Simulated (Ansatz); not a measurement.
Cost and result up the ladder for Ga₁₂P₁₂H₃₂, a nanocrystal cut from zinc blende GaP (hydrogen-capped) (56 atoms). Charge 0, multiplicity 1. Geometry: PBE-D4/def2-SVP.

```xyz
56

Ga   -1.964    4.000   -1.480
Ga    1.500    2.991    3.800
Ga   -0.353   -1.385    4.120
Ga   -3.755    0.380   -1.864
Ga   -2.798   -2.552    1.124
Ga   -1.347    1.072    1.128
Ga    1.628    2.206   -1.290
Ga    2.066   -0.529    1.308
Ga   -0.253   -1.316   -1.564
Ga   -0.771    1.395   -4.417
Ga    0.909   -4.145    1.015
Ga    3.931   -2.329   -2.187
P    -0.545    2.878    2.488
P    -2.896    2.016   -0.377
P    -0.172    2.939   -2.677
P    -2.022   -0.749    2.467
P     2.843    1.295    2.664
P     1.256   -2.318    2.568
P    -4.321   -1.497   -0.430
P    -1.819   -0.337   -3.029
P    -0.927   -3.135   -0.222
P     0.498    0.394   -0.148
P     3.949   -1.126   -0.059
P     1.648   -1.899   -2.906
H    -3.084    4.524   -2.464
H    -1.380    4.885   -0.297
H     2.180    4.375    3.476
H     1.173    2.414    5.224
H    -0.959   -2.524    5.026
H     0.269   -0.036    4.671
H    -5.005    0.783   -2.730
H    -3.489   -3.737    1.895
H     1.976    3.240   -0.131
H     2.789    1.488   -2.109
H    -1.918    1.977   -5.334
H     0.534    0.707   -5.008
H     0.357   -5.409    1.778
H     2.156   -4.159    0.038
H     4.028   -3.856   -1.832
H     4.879   -1.522   -3.152
H    -1.624    3.246    3.352
H    -0.605    3.985    1.583
H    -4.015    2.413    0.426
H     0.371    4.034   -3.428
H    -3.186   -0.306    3.176
H     3.741    0.725    3.621
H     3.805    1.975    1.856
H     2.390   -2.693    3.362
H    -5.509   -1.163    0.296
H    -4.883   -2.531   -1.246
H    -2.267   -1.403   -3.876
H    -1.434   -4.125   -1.127
H     4.664    0.095   -0.259
H     4.882   -1.775    0.809
H     1.635   -0.873   -3.904
H     1.246   -3.001   -3.725
```

Ansatz on 11 threads of AMD EPYC 7R13 on a shared host and a whole NVIDIA H100 80GB HBM3. Times are rough, and most runs start from the orbitals of an earlier one. PBE0-D4/def2-TZVP serves as the yardstick here, not as an exact answer. Differences are given only for rows in sets of like size (and for xTB, whose basis is part of the method), since another set adds its own error. Binding counts from free atoms at the same level (Ga doublet, P quartet, H doublet; other spins of the atoms weren't run), without zero-point energy or a counterpoise term.

Single mean-field runs in def2-SVP, def2-TZVP are fitted with def2-universal-jkfit.

```csv
level,functions,binding energy per atom (eV),difference from PBE0-D4/def2-TZVP (eV)
PBE0-D4/def2-SVP,760,2.79,–
PBE-D4/def2-SVP,760,2.80,–
r2SCAN-D4/def2-TZVP,1212,2.80,0.01
PBE0-D4/def2-TZVP (with forces),1212,2.79,0.00
PBE-D4/def2-TZVP (with forces),1212,2.79,0.00
```

Question: Estimate how long each takes.

Answer: PBE-D4/def2-SVP 3.9 s; PBE0-D4/def2-SVP 6.5 s; r2SCAN-D4/def2-TZVP 7.5 s; PBE-D4/def2-TZVP (with forces) 8 s; PBE0-D4/def2-TZVP (with forces) 16 s. On shared hardware such times vary by a factor of up to 3.
